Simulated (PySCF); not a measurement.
Delta-SCF ions had no search for a lower state. Excitations are Tamm–Dancoff values on a coarser integration grid. The basis has no diffuse functions, so Rydberg states are missing or too high.

# H₉NOSi₃, SMILES `O[SiH2][SiH2][SiH2]N` (charge 0, multiplicity 1)

These are r2SCAN-D4/def2-TZVP (PySCF 2.14.0) values and carry that method's errors.

```yaml
HOMO: -6.11 eV
dipole_moment: 0.84 D
HOMO–LUMO gap: 5.06 eV
LUMO: -1.06 eV
S1 excitation (TDA): 5.15 eV
S1 oscillator strength: 0.029
brightest of the four lowest singlets (TDA): 6.18 eV
T1 excitation (TDA): 4.75 eV
S1–T1 gap (TDA): 0.39 eV
vertical ionisation energy (Delta-SCF): 8.74 eV
total_energy: -1003.8670 Ha
cost: roughly 15 core-minutes
```

```xyz
14

N     -2.9538    -0.5820    -0.6856
Si    -1.6068     0.3079    -0.0668
Si     0.3210    -1.0192    -0.1909
Si     2.1370     0.2587     0.5616
O      1.4613     1.6723     1.1092
H     -3.1489    -1.5011    -0.3176
H     -3.8168    -0.0933    -0.8757
H     -1.4573     1.5185    -0.9162
H     -1.7391     0.7787     1.3459
H      0.5658    -1.4859    -1.5844
H      0.1583    -2.2318     0.6636
H      3.1081     0.5259    -0.5395
H      2.9020    -0.4200     1.6481
H      2.0574     2.3358     1.4679
```
Charge 0, spin multiplicity 1.
